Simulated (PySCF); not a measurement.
Species: Zr(NH2)4 (singlet state).
Bonds: Zr1–N2, Zr1–N5, Zr1–N8, Zr1–N11. Hydrogens: H3, H4 on N2; H6, H7 on N5; H9, H10 on N8; H12, H13 on N11.

Method: PBE0-D3(BJ)/def2-SVP geometry optimisation, gas phase, def2 core potentials past Kr in PySCF; density fitting, grid level 1; the optimiser is geomeTRIC in internal coordinates, started from a GFN2-xTB structure with every atom displaced at random (about 0.03 Å).

At the end of the run (lengths in Å): Zr1–N8 2.048, N8–H9 1.019, N8–H10 1.017, Zr1–N5 2.048, N2–H4 1.017, Zr1–N11 2.049, N2–H3 1.019, N2–Zr1–N5 109.5°, N5–Zr1–N8 107.9°, N8–Zr1–N11 110.9°, H6–N5–Zr1–N2 104°, H12–N11–Zr1–N2 -36°.

Question: These geometries were met on the way; a selection of coordinates is given. Order them by energy above the end point, lowest first.
A. Zr1–N8 2.143, N8–H9 0.949, N8–H10 1.084, Zr1–N5 2.000, N2–H4 1.065, Zr1–N11 2.033, N2–H3 1.058, N2–Zr1–N5 114.6°, N5–Zr1–N8 105.1°, N8–Zr1–N11 107.7°, H6–N5–Zr1–N2 27°, H12–N11–Zr1–N2 -32°
B. Zr1–N8 2.039, N8–H9 1.021, N8–H10 1.017, Zr1–N5 2.101, N2–H4 1.017, Zr1–N11 2.092, N2–H3 1.019, N2–Zr1–N5 113.5°, N5–Zr1–N8 105.2°, N8–Zr1–N11 109.2°, H6–N5–Zr1–N2 29°, H12–N11–Zr1–N2 -27°
C. Zr1–N8 2.060, N8–H9 1.032, N8–H10 1.019, Zr1–N5 2.032, N2–H4 1.019, Zr1–N11 2.043, N2–H3 1.019, N2–Zr1–N5 112.1°, N5–Zr1–N8 105.3°, N8–Zr1–N11 110.8°, H6–N5–Zr1–N2 39°, H12–N11–Zr1–N2 -15°
D. Zr1–N8 2.044, N8–H9 1.022, N8–H10 1.014, Zr1–N5 2.063, N2–H4 1.016, Zr1–N11 2.061, N2–H3 1.017, N2–Zr1–N5 112.6°, N5–Zr1–N8 104.7°, N8–Zr1–N11 109.9°, H6–N5–Zr1–N2 89°, H12–N11–Zr1–N2 -22°
E. Zr1–N8 2.048, N8–H9 1.014, N8–H10 1.016, Zr1–N5 2.061, N2–H4 1.017, Zr1–N11 2.062, N2–H3 1.018, N2–Zr1–N5 112.5°, N5–Zr1–N8 103.7°, N8–Zr1–N11 111.3°, H6–N5–Zr1–N2 72°, H12–N11–Zr1–N2 -6°

Answer: D (0.098 eV), E (0.188 eV), C (0.350 eV), B (0.609 eV), A (1.177 eV).

```
step  E above end (eV)  rms distance from the end, all atoms (Å)  largest force (eV/Å)  rms shift of all bonds from the end (Å)
   9             0.098                                     0.176                 0.498                                    0.006
   7             0.188                                     0.321                 0.284                                    0.006
   3             0.350                                     0.402                 0.647                                    0.007
   1             0.609                                     0.429                 0.890                                    0.022
   0             1.177                                     0.447                 5.498                                    0.047
```

Rows stand in the order of the answer.
